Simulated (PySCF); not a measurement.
Problem. Write a Z-matrix for `FC1=C[Se]N=C1` as optimised with PBE0-D3(BJ)/def2-SVP.

Solution. 
Z-matrix in Å and degrees, rows numbered from 1:
```
F 
C   1  1.3253
C   2  1.4314  1  121.48
N   3  1.3033  2  117.98  1   179.97
Se  4  1.8091  3  109.35  2    -0.03
C   2  1.3638  1  124.48  3   179.94
H   3  1.0960  2  122.46  1    -0.09
H   6  1.0891  2  126.85  1    -0.01
```

The 6 heavy atoms lie in one plane (0.000 Å rms). The 5-membered ring C2–C3–N4–Se5–C6 has internal angles of 90.7° to 118.0° (sum 540°, against 540° for a flat polygon); it is planar, 0.00 Å rms from its mean plane, widest ring torsion 0°. The C–C distances run from 1.364 Å (C2–C6, aromatic) to 1.431 Å (C2–C3, aromatic), a spread of 0.067 Å. N4 (pyridine-type nitrogen) is bent (angle 109.3°).

Computed with PBE0-D3(BJ)/def2-SVP geometry optimisation, gas phase (PySCF).

Point group: Cs (tolerance 0.08 Å). Whether it is a minimum is left open (no frequencies).

Hardware: one thread, Arm Neoverse V1 (aarch64), no GPU (shared host). Cost: 35 s, 0.53 GiB resident at most. This is the geometry optimisation.
